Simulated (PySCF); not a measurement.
Constitutional and geometric isomers with formula CH3BN2. Isolated molecules, 0 K electronic values unless said otherwise. One relaxed conformer stands for each flexible species; it need not be the lowest. Strings in code marks are SMILES.

The four lowest singlet excitations (Tamm–Dancoff). Level of theory: PBE-D3(BJ)/def2-TZVP // r2SCAN-D4/def2-TZVP (PySCF). Excitations are Tamm–Dancoff values on a coarser integration grid. The basis has no diffuse functions, so Rydberg states are missing or too high.

| state | energy (eV) | wavelength (nm) | oscillator strength |
|---|---|---|---|
| S1 | 3.38 | 367 | 0.001 |
| S2 | 4.73 | 262 | 0.000 |
| S3 | 4.81 | 258 | 0.126 |
| S4 | 6.25 | 198 | 0.120 |

### Question
Which member gives these states?
A. `N#CBN`
B. `BNC#N`
C. `[H]/N=B/N=C`
D. `N=C=BN`

### Answer
C, `[H]/N=B/N=C`
